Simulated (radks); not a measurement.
Task: O2+, configuration [He] 2s2 2p2 (the NIST ground configuration). Method: scalar-relativistic Kohn-Sham, LDA (Slater exchange, VWN5 correlation), spin-polarised, spherical densities, finite nucleus; open shells are filled with parallel spins first; Fermi nuclear charge, rms radius 2.6991 fm; computed with a radial shooting solver on a logarithmic mesh with Libxc functionals. Some entries of the table are withheld. Estimate them.

| orbital | occ. | eigenvalue (eV) | <1/r> (bohr^-1) |
|---|---|---|---|
| 1s up | 1 | -554.2551 | (1) |
| 1s down | 1 | -552.2192 | (2) |
| 2s up | 1 | -59.7177 | (3) |
| 2s down | 1 | -55.2426 | (4) |
| 2p up | 2 | (5) | 1.327 |
| 2p down | 0 | (6) | 1.283 |

Result: 
(1) 1s up <1/r> (bohr^-1): 7.588
(2) 1s down <1/r> (bohr^-1): 7.608
(3) 2s up <1/r> (bohr^-1): 1.422
(4) 2s down <1/r> (bohr^-1): 1.383
(5) 2p up eigenvalue (eV): -45.1513
(6) 2p down eigenvalue (eV): -40.4267
